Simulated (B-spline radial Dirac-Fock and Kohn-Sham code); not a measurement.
Method: ΔSCF Dirac-Fock with Breit, self-energy and vacuum polarisation, finite nucleus, configuration average. Computed with a radial atomic solver. Free neutral atoms.

Task: Order these X-ray lines by photon energy, lowest first.
A. V Kα2
B. Lu Lγ5
C. Yb Lβ6
D. Lu Lβ4
E. Yb Lβ1
F. Tb Lγ5

Result: A (4943.8 eV), F (7847.2 eV), E (8403.3 eV), C (8450.5 eV), D (8610.1 eV), B (9836.8 eV).
